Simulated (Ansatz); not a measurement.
`C[S][Ga]([CH3])[F]` + `CO[Si]O` → `C[O][Ga]([CH3])[F]` + `CS[Si]O`  (redistribution)

Program: Ansatz. Geometries: PBE0-D4/def2-TZVP. ΔE: electronic, gas phase. CCSD(T)/CBS adds triple-zeta CCSD(T) − MP2 to the extrapolated MP2 energy (def2 sets, frozen cores). This one scheme is used for every species. Functionals use def2-TZVPP. For Ga outer-core shells are correlated without core-valence functions, which leaves a few kJ/mol of doubt a bond. Scalar relativity is left out up to krypton. One conformer a species, not always the lowest.

```json
{"level": "r2SCAN", "ΔE (eV)": "0.75"}
{"level": "HF/def2-TZVPP", "ΔE (eV)": "0.89"}
{"level": "CCSD(T)/def2-TZVPP", "ΔE (eV)": "0.78"}
{"level": "MP2/CBS(def2)", "ΔE (eV)": "0.78"}
```

Q: What does CCSD(T)/CBS give? (Estimate.)

A: Computed: +0.79 eV. The listed levels differ from it by -0.04, 0.10, -0.01, -0.01 eV.

Largest T1 diagnostic among the species: 0.014.

In def2-TZVPP, CCSD(T) changes the Hartree–Fock value by −0.11 eV (the triples alone add −0.03 eV) and MP2 by −0.12 eV. From PBE to PBE0 (25 % exact exchange), in def2-TZVPP and without D4, ΔE moves by +0.05 eV.
